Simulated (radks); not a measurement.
Results of a calculation; reference values are marked as such.
Question: Species: Ga4.75+. Configuration: [Ne] 3s2 3d10 3p(up 2.25, down 2) (fractional occupations, a model configuration). Code: a radial shooting solver on a logarithmic mesh with Libxc functionals. Model: scalar-relativistic Kohn-Sham, r2SCAN, spin-polarised, spherical densities, finite nucleus; meta-GGA in the generalised Kohn-Sham scheme; Fermi nuclear charge, rms radius 3.9973 fm. Some entries of the table are withheld. Estimate them.

orbital  occ.  eigenvalue (eV)  <1/r> (bohr^-1)  <r^2> (bohr^2)
1s up       1        -10350.70            31.30        0.003179
1s down     1        -10350.45            31.30        0.003179
2s up       1        -1357.994            6.867         0.05576
2s down     1        -1357.919            6.867         0.05576
2p up       3        -1191.704            6.722         0.04447
2p down     3        -1191.486            6.721         0.04448
3s up       1        -232.1548            2.217          0.4729
3s down     1        -231.5454            2.216          0.4735
3p up    2.25        -180.7150              (1)          0.5125
3p down     2        -180.1295              (2)          0.5134
3d up       5         -96.5814            1.785          0.6270
3d down     5         -96.1235            1.783          0.6297

Answer: 
(1) 3p up <1/r> (bohr^-1): 2.073
(2) 3p down <1/r> (bohr^-1): 2.072
